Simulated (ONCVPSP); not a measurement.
# Building the ONCV potential for Pr (Z = 59) (PBE, scalar-relativistic).

ONCVPSP 4.0.1 input, shortened (lines: element, Z, core and valence counts, functional; n l f; lmax; l rc ep ncon nbas qcut; lloc lpopt rc5 dvloc0; l nproj debl; icmod fcfact rcfact), PBE, scalar-relativistic:

```
  Pr 59.00    9    3        4      upf
    1    0    2.00
    2    0    2.00
    2    1    6.00
    3    0    2.00
    3    1    6.00
    3    2   10.00
    4    0    2.00
    4    1    6.00
    4    2   10.00
    4    3    3.00
    5    0    2.00
    5    1    6.00
    3
    0    2.20    0.00    4    8    6.50
    1    1.75    0.00    4    8    5.70
    2    1.95    0.43    4    8    4.60
    3    1.10    0.00    4    9   15.70
    4    5    0.70    3.00
    0    2    1.30
    1    2    1.60
    2    2    2.50
    3    2    1.30
    3    6.00    1.20
```

In the s channel the program set the typed energies aside and used -1.902, 0.250 Ha. In the d channel the program set the typed energies aside and used 0.050, 2.550 Ha.

* Cutoffs needed: 100 Ha and 110 Ha (the cutoffs (Ha) at which the residual kinetic energy of the hardest occupied pseudo-wave falls to 1 and 0.1 mHa per electron)
* Ghost test: ghosts flagged at negative energy: s at -724.1 eV, p at -238.1 eV; GHOST(+) flagged for d at 46.9 eV, s at 112.6 eV; a true bound ghost makes a file unfit for plane-wave use
* Configuration tests: 2 of 4 tests not solved or not reliable
* rms error of d²Exc/dni dnj: 14.89 mHa without and 5.36 mHa with the model core
